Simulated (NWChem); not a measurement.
TiHSF3; SMILES [SH][Ti]([F])([F])[F]

```xyz
6

Ti     0.0281    -0.3602     0.0002
F     -0.8186    -0.9429     1.3905
F      1.6804    -0.8456     0.0071
F     -0.8062    -0.9444    -1.3970
S      0.0140     1.9132    -0.0006
H     -1.3423     1.9087    -0.0008
```
Atoms are numbered in this order, from 1.

Program: NWChem. The geometry was optimised at PBE0/def2-SVP. B3LYP is NWChem's, with the RPA form of VWN correlation. Ions are spin-unrestricted doublets at the neutral geometry; other ion states weren't tried.

For level PBE/def2-SVP:

| Item | Value |
|---|---|
| −ε(HOMO) (eV) | 6.88 |

Question: How do the values read with level B3LYP/def2-SVP instead?

Answer: The −ε(HOMO) (eV) is 7.94.
